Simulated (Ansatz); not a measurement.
One change: `[OH][Hf]([OH])([Cl])[Cl]` becomes `[OH][Ti]([OH])([Cl])[Cl]`.

Ansatz, PBE0-D4/def2-TZVP geometries, multiplicity 1. Each molecule was computed in one conformer, which needn't be the lowest.

Elements past krypton have def2 core potentials. Scalar relativity is left out up to krypton.

| property | `[OH][Hf]([OH])([Cl])[Cl]` |
| --- | --- |
| LUMO energy (ωB97M-V/def2-TZVPP) / eV | 0.92 |
| LUMO energy (B3LYP/def2-TZVPP) / eV | -0.92 |
| HOMO–LUMO gap (PBE/def2-TZVPP) / eV | 5.97 |
| LUMO energy (PBE/def2-TZVPP) / eV | -1.55 |
| HOMO energy (ωB97M-V/def2-TZVPP) / eV | -11.18 |
| HOMO energy (B3LYP/def2-TZVPP) / eV | -8.65 |

(1) Give the same properties after the change, and the shifts. (Best estimate.)

Answers

(1) Computed: 
| property | `[OH][Ti]([OH])([Cl])[Cl]` | shift |
| --- | --- | --- |
| LUMO energy (ωB97M-V/def2-TZVPP) / eV | -0.52 | -1.44 |
| LUMO energy (B3LYP/def2-TZVPP) / eV | -2.97 | -2.05 |
| HOMO–LUMO gap (PBE/def2-TZVPP) / eV | 3.93 | -2.04 |
| LUMO energy (PBE/def2-TZVPP) / eV | -3.62 | -2.07 |
| HOMO energy (ωB97M-V/def2-TZVPP) / eV | -11.14 | 0.04 |
| HOMO energy (B3LYP/def2-TZVPP) / eV | -8.67 | -0.02 |

B3LYP here is the variant with VWN-RPA as its local correlation; programs differ in this.
